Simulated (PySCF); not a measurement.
Molecule: SMILES N#Cc1coc(F)c1, C₅H₂FNO.

Geometry (Å), atoms numbered from 1 in this order:
```xyz
10

N     3.1334   -0.6039    0.1337
C     2.0210   -0.3376    0.0768
C     0.6523   -0.0228    0.0081
C     0.0986    1.2081   -0.2278
O    -1.2412    1.1266   -0.2237
C    -1.5398   -0.1554    0.0148
F    -2.8238   -0.4639    0.0614
C    -0.4405   -0.9319    0.1700
H     0.5426    2.1670   -0.4041
H    -0.3939   -1.9816    0.3682
```

Frames of a GFN2-xTB Langevin trajectory at 600 K; GIAO PBE0/pcSseg-1 shieldings in PySCF 2.14.0 with density-fitted response routines, gas phase, non-relativistic; equivalent atoms averaged within each frame.

Chemical shifts δ = σref − σ; ¹⁵N (σref 267.73) against NH3; ¹³C (σref 186.93), ¹H (σref 31.72) vs TMS; ¹⁷O (σref 336.08) against H2O; CFCl3 for ¹⁹F (σref 170.95), all at this level. The references are static minima.

**Question.** How do the shifts (ppm) fluctuate along the trajectory?

**Answer.** 
```tsv
time (fs)	N1	C6	C4	C2	C3	C8	O5	F7	H9	H10
optimised geometry	325.8	168.4	145.8	117.1	106.8	94.0	292.4	-116.0	7.43	6.03
250	326.9	166.7	148.0	116.9	112.6	89.6	286.1	-107.6	7.07	5.43
425	329.7	172.6	140.9	115.4	109.8	103.0	307.8	-105.8	6.70	7.14
625	340.4	178.4	142.2	123.2	108.8	107.8	309.2	-99.0	6.96	7.01
800	324.8	180.2	155.8	116.4	109.4	95.5	329.2	-78.2	8.35	6.66
1000	343.5	169.9	138.0	123.3	106.0	96.4	311.5	-94.7	7.55	6.03
mean of frames	333.1	173.6	145.0	119.0	109.3	98.5	308.8	-97.1	7.33	6.45
standard deviation	8.4	5.7	7.0	3.9	2.4	7.1	15.3	11.7	0.65	0.71
```

5 frames give an uncertainty of the mean of about the standard deviation over 2.2 at best, since frames this close in time may not be independent; classical motion lacks zero-point vibration, and the reference would need the same averaging.
